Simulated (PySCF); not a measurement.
Compound: Ag(CO)H, CHAgO (singlet state).
Geometry (PBE0-D3(BJ)/def2-SVP, Å), atoms numbered from 1 in this order:
```xyz
4
CHAgO angstrom
Ag    -0.0097    0.1425   -0.8997
C      0.0605   -0.2345    1.1368
O      0.0985   -0.4395    2.2430
H     -0.0660    0.4410   -2.5106
```

Level of theory: PBE0-D3(BJ)/def2-SVP geometry optimisation, gas phase, def2 core potentials past Kr (PySCF).

Problem. Which atoms are bound to Ag1, and at what distances?

Solution. 2 atoms: H4 1.639 Å, C2 2.072 Å. The nearest atom not counted as bound is O3, at 3.20 Å.

Problem. What is the shape at Ag1?

Solution. Linear: angle 180.0°.

Problem. What are the other bond lengths?

Solution. C2–O3 1.126 Å.

Problem. Give some angles away from the centre.

Solution. Ag1–C2–O3 180.0°.

Problem. What are the rotational constants (commonest isotopes, rigid rotor)?

Solution. B = 2853 MHz (linear).

Point group: C∞v (every atom within 0.08 Å of its image). Charge 0, singlet. Whether it is a minimum is left open (no frequencies).

Time: 15 s; peak memory 0.27 GiB. Hardware: one thread of an Intel Xeon Platinum 8488C, shared host. These figures are those of the optimisation.
